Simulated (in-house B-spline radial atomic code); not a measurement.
A fraction x of an electron is removed from 3d in Ni VI (Ni5+), starting from [Ar] 3d5 and keeping the highest spin. All numbers are computed (scalar-relativistic (X2C) LDA PW92, spin-polarised, spherical fractional occupations; Fermi nucleus of rms radius 3.7757 fm) with a B-spline radial code for spherical atoms, not measured.

```json
{"x": "0", "E(x) - E(0) (eV)": "0.0000", "3d up level (eV)": "-95.087"}
{"x": "0.04", "E(x) - E(0) (eV)": "3.8233", "3d up level (eV)": "-96.079"}
{"x": "0.21", "E(x) - E(0) (eV)": "20.5175", "3d up level (eV)": "-100.332"}
{"x": "0.36", "E(x) - E(0) (eV)": "35.8518", "3d up level (eV)": "-104.132"}
{"x": "0.42", "E(x) - E(0) (eV)": "42.1457", "3d up level (eV)": "-105.664"}
{"x": "0.5", "E(x) - E(0) (eV)": "50.6809", "3d up level (eV)": "-107.718"}
{"x": "0.57", "E(x) - E(0) (eV)": "58.2843", "3d up level (eV)": "-109.525"}
{"x": "0.65", "E(x) - E(0) (eV)": "67.1292", "3d up level (eV)": "-111.601"}
{"x": "0.8", "E(x) - E(0) (eV)": "84.1632", "3d up level (eV)": "-115.526"}
{"x": "0.95", "E(x) - E(0) (eV)": "101.7892", "3d up level (eV)": "-119.493"}
{"x": "1", "E(x) - E(0) (eV)": "107.7971", "3d up level (eV)": "-120.825"}
```

The exact functional would give a straight line between the two integer points. Deviations E(x) - E(0) - x[E(1) - E(0)], in eV: -0.489 at x = 0.04, -2.12 at x = 0.21, -2.955 at x = 0.36, -3.129 at x = 0.42, -3.218 at x = 0.5, -3.16 at x = 0.57, -2.939 at x = 0.65, -2.074 at x = 0.8, -0.618 at x = 0.95.

The curve lies below the straight line by up to 3.218 eV (at x = 0.5): convex, the delocalisation error that favours fractional charges.

(1) How well does Slater's transition state (minus the level at half occupation) give the ionisation energy?

Results:

(1) It gives 107.718 eV against 107.797 eV from the two total energies; NIST lists 108.00 eV, ground level to ground level.
